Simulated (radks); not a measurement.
Results of a calculation; reference values are marked as such.
All-electron atom: Ir2+ in [Xe] 4f14 5d5 6s2 (not the ground configuration).

Level of theory: non-relativistic Kohn-Sham, revTPSS, spin-polarised, spherical densities, point nucleus; open shells are filled with parallel spins first (spin-orbit coupling, left out, can overturn this in heavy ions); meta-GGA in the generalised Kohn-Sham scheme; relativity is left out, which matters for an element this heavy (a radial shooting solver on a logarithmic mesh with Libxc functionals).

Energy parts (eV):
part                       energy
total                  -457333.30
kinetic                 457219.87
electron-nucleus      -1087228.84
Hartree                 181516.59
exchange-correlation     -8840.91

Orbitals (lengths in bohr, moments of r in powers of bohr):
orbital  occ.  eigenvalue (eV)       <r^4>      <r^2>      <r>   <1/r>
1s up       1        -69338.89   6.723e-07  0.0005165  0.01966   76.47
1s down     1        -69338.89   6.723e-07  0.0005165  0.01966   76.47
2s up       1        -11525.08   0.0001089   0.008057  0.08292   17.97
2s down     1        -11524.70   0.0001089   0.008057  0.08292   17.97
2p up       3        -11062.66  0.00006841   0.005954  0.07012   18.00
2p down     3        -11062.37  0.00006841   0.005954  0.07012   18.00
3s up       1        -2693.961    0.003738    0.05011   0.2098   6.943
3s down     1        -2693.846    0.003737    0.05011   0.2097   6.944
3p up       3        -2478.539    0.003322    0.04626   0.2001   6.893
3p down     3        -2478.402    0.003322    0.04625   0.2001   6.893
3d up       5        -2079.827    0.002231    0.03577   0.1750   6.821
3d down     5        -2079.548    0.002231    0.03577   0.1750   6.821
4s up       1        -580.4676     0.08502     0.2428   0.4643   3.017
4s down     1        -580.2251     0.08500     0.2429   0.4643   3.016
4p up       3        -488.7262     0.09278     0.2504   0.4697   2.926
4p down     3        -488.4507     0.09268     0.2504   0.4697   2.926
4d up       5        -321.4710      0.1136     0.2672   0.4810   2.738
4d down     5        -321.0900      0.1131     0.2669   0.4807   2.738
4f up       7         -99.6945      0.2307     0.3319   0.5220   2.361
4f down     7         -99.0481      0.2220     0.3275   0.5192   2.368
5s up       1        -105.7085       2.412      1.291    1.074   1.228
5s down     1        -102.3532       2.353      1.273    1.066   1.241
5p up       3         -77.4042       3.495      1.531    1.166   1.122
5p down     3         -73.6660       3.448      1.514    1.158   1.133
5d up       5         -33.2317       11.12      2.585    1.497  0.8631
5d down     0         -29.2263       12.78      2.712    1.525  0.8548
6s up       1         -22.2600       86.52      7.727    2.629  0.4828
6s down     1         -20.7322       101.7      8.378    2.741  0.4568
6p up       0         -15.9682       166.3      10.62    3.078  0.4096
6p down     0         -14.9994       194.9      11.50    3.205  0.3887
6d up       0          -8.0287       826.2      23.53    4.572  0.2753
6d down     0          -7.6484       997.0      25.87    4.793  0.2642

The highest occupied level is 6s down at -20.732 eV. The configuration is held as typed, so some empty levels lie below it. The spin density at the nucleus is -0.663 e/bohr^3 (1s -0.031, 2s -0.557, 3s -0.284, 4s 0.817, 5s -4.511, 6s 3.903).
